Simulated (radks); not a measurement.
Q: The sulfur anion S-, [Ne] 3s2 3p5, held by a Watson sphere: a shell of charge +1.05 at radius R that stands for the Madelung well of a crystal (potential energy -1.05/R inside, -1.05/r outside, in hartree with lengths in bohr). All-electron calculation, non-relativistic Kohn-Sham, LDA (Slater exchange, Perdew-Wang correlation), spin-unpolarised, spherical densities, point nucleus. Program: a radial shooting solver on a logarithmic mesh with Libxc functionals. Response by self-consistent Sternheimer equations with the Hartree and adiabatic LDA kernel. The sphere does not respond.

| R (bohr) | e(2p) (eV) | e(3s) (eV) | e(3p) (eV) | <r> 3p (bohr) | sum of <r^2> (bohr^2) | X-ray form factor at sin(theta)/lambda = 0.1 1/angstrom | alpha (bohr^3) |
|---|---|---|---|---|---|---|---|
| 1.97 | -155.37 | -18.346 | -8.368 | 2.055 | 34.11 | 14.878 | 21.71 |
| 2.21 | -155.23 | -17.903 | -8.069 | 2.094 | 35.24 | 14.824 | 23.59 |
| 2.47 | -155.09 | -17.442 | -7.719 | 2.132 | 36.40 | 14.771 | 25.86 |
| 3.42 | -154.36 | -15.985 | -6.433 | 2.238 | 39.83 | 14.632 | 35.48 |
| 3.55 | -154.24 | -15.814 | -6.269 | 2.248 | 40.20 | 14.619 | 36.88 |
| 4.25 | -153.60 | -14.994 | -5.464 | 2.294 | 41.86 | 14.567 | 44.39 |
| 4.43 | -153.45 | -14.808 | -5.278 | 2.303 | 42.21 | 14.557 | 46.28 |

Estimate the row for R = 3.88 bohr.

A: e(2p) (eV) -153.94; e(3s) (eV) -15.407; e(3p) (eV) -5.873; <r> 3p (bohr) 2.272; sum of <r^2> (bohr^2) 41.05; X-ray form factor at sin(theta)/lambda = 0.1 1/angstrom 14.591; alpha (bohr^3) 40.44.
